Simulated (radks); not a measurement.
Species: the hafnium ion Hf3.25+. Configuration: [Xe] 4f14 5d(up 0.75, down 0) (fractional occupations, a model configuration). Method: scalar-relativistic Kohn-Sham, PBEsol, spin-polarised, spherical densities, point nucleus; computed with a radial shooting solver on a logarithmic mesh with Libxc functionals.

Normalised radial functions P(r) = r R(r), r in bohr:

```
   r/bohr * 5p down (the largest magnitude, 0.927, reaches the edge; | marks zero)
0.0009273                             *
 0.001428                             *
 0.002218                             *
 0.003416                             *
 0.005262                             |*
  0.00817                             |*
  0.01258                             |  *
  0.01938                             |   *
  0.02986                             |     *
  0.04636                             |      *
  0.07141                             |  *
     0.11                       *     |
   0.1708                    *        |
   0.2631                             |   *
   0.4052                             |              *
   0.6242                          *  |
   0.9692  *                          |
    1.493    *                        |
      2.3                    *        |
    3.571                            *|
      5.5                             *
```

5p down: eigenvalue -65.486 eV, 3 radial nodes at r = 0.0818, 0.238, 0.596 bohr, <r> = 1.32 bohr, 90 % of the charge inside 1.92 bohr.
